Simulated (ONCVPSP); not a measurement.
**Before and after: ONCV potential for tin**

Sn (Z = 50), optimised norm-conserving Vanderbilt (ONCV), made with ONCVPSP 4.0.1 (PBEsol, scalar-relativistic). Core [Ar] 3d10, reference 4s2 4p6 4d10 5s2 5p2. Waves: 4s+5s: rc 1.40 bohr, ncon 3, nbas 7, qcut 9.3 1/bohr, 2 projectors; 4p+5p: rc 1.30 bohr, ncon 3, nbas 6, qcut 8.2 1/bohr, 2 projectors; 4d: rc 1.15 bohr, ncon 4, nbas 9, qcut 7.9 1/bohr, 2 projectors, debl 3.6 Ha. Local part: polynomial inside 0.90 bohr (lpopt 5, dvloc0 -1 Ha). Core correction: polynomial model core, fcfact 0.4.

Change: d: rc 1.16.

Cutoffs: the cutoffs (Ha) at which the residual kinetic energy of the hardest occupied pseudo-wave falls to 1 and 0.1 mHa per electron; they do not see the model core or the augmentation charge, which bear on the density cutoff. Errors are all-electron minus pseudo energies relative to the spin-unpolarised reference configuration.

Q: Predict the effect on cutoff, ghosts and configuration errors.

A: The potential gets neither clearly harder nor softer (130 Ha and 229 Ha → 122 Ha and 223 Ha); of the 4 tests that both files solve, the error grows in 1 and shrinks in 0 by more than 15 % and 0.3 meV (median size 4.1 → 4.6 meV); neither file shows a bound ghost.

| quantity | base | changed |
| --- | --- | --- |
| cutoff, loose | 130 Ha | 122 Ha |
| cutoff, tight | 229 Ha | 223 Ha |
| loose cutoff by channel | s 30 Ha, p 23 Ha, d 130 Ha | s 30 Ha, p 23 Ha, d 122 Ha |
| bound ghosts | none | none |
| GHOST(+) flags under 300 eV | s at 148.1 eV | s at 148.1 eV |
| error for 4s2 4p6 4d10 5s2 5p1, meV [ΔE 6.90 eV] | -1.2 | -1.2 |
| error for 4s2 4p6 4d10 5s2 5p0, meV [ΔE 20.87 eV] | -4.2 | -4.2 |
| error for 4s2 4p6 4d10 5s1 5p0, meV [ΔE 51.89 eV] | -13 | -13 |
| error for 4s2 4p6 4d9 5s2 5p3, meV [ΔE 24.40 eV] | +4.0 | +5.1 |
| s: phases at 1.42 bohr within 0.05 rad from the reference energy up to (Ha; the scan ends near 5) | to the end of the scan | to the end of the scan |
| p: phases at 1.32 bohr within 0.05 rad from the reference energy up to (Ha; the scan ends near 5) | to the end of the scan | to the end of the scan |
| rms error of d²Exc/dni dnj with the model core, mHa | 1.15 | 1.14 |
